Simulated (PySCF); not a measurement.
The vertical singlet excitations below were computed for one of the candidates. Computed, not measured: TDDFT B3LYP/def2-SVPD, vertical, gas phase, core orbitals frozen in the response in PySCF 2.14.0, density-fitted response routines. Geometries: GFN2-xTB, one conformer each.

```json
{"state": "S1", "E (eV)": "5.34", "f": "0.0076"}
{"state": "S2", "E (eV)": "5.85", "f": "0.042"}
{"state": "S3", "E (eV)": "5.94", "f": "0.015"}
{"state": "S4", "E (eV)": "6.22", "f": "0.036"}
{"state": "S5", "E (eV)": "6.47", "f": "0.0036"}
{"state": "S6", "E (eV)": "6.53", "f": "0.085"}
{"state": "S7", "E (eV)": "6.58", "f": "0.011"}
{"state": "S8", "E (eV)": "6.65", "f": "0.112"}
```

Triplets computed (Tamm–Dancoff): 4.47, 5.06, 5.26 eV.

Orbital energies (eV): HOMO-3 -8.81, HOMO-2 -8.36, HOMO-1 -7.52, HOMO -7.02, LUMO -0.68, LUMO+1 -0.33, LUMO+2 0.05.

Task: Which candidate is it? All have the formula C4H9O2PSi.
A. `O=C(O[SiH2]P)CC=C`
B. `C[C@@H]([SiH2]P)C(C=O)=O`
C. `CO[C@@H]1C(=O)C[Si@@H]1P`

Result: A. Its S1, at 5.34 eV, is the highest among the candidates; the nearest of the others has S1 at 3.83 eV. S1 is HOMO→LUMO (71%). Löwdin shares by element: HOMO phosphorus 51%, oxygen 13% or more, silicon 9%, hydrogen 8% or more (atoms not listed hold the other 20%); LUMO carbon 51% or more, oxygen 17% or more (atoms not listed hold the other 32%). At the same level the other candidates give, for their lowest levels:
- `C[C@@H]([SiH2]P)C(=O)C=O`: 2.67 eV (f 0.002); 3.94 eV (f 0.008); 4.36 eV (f 0.007); 5.02 eV (f 0.073); 5.62 eV (f 0.003); T1 2.15 eV; HOMO -7.16, LUMO -3.00 eV
- `CO[C@@H]1C(=O)C[Si@@H]1P`: 3.83 eV (f 0.001); 5.10 eV (f 0.023); 5.44 eV (f 0.012); 5.74 eV (f 0.059); 5.84 eV (f 0.011); T1 3.35 eV; HOMO -6.76, LUMO -1.40 eV
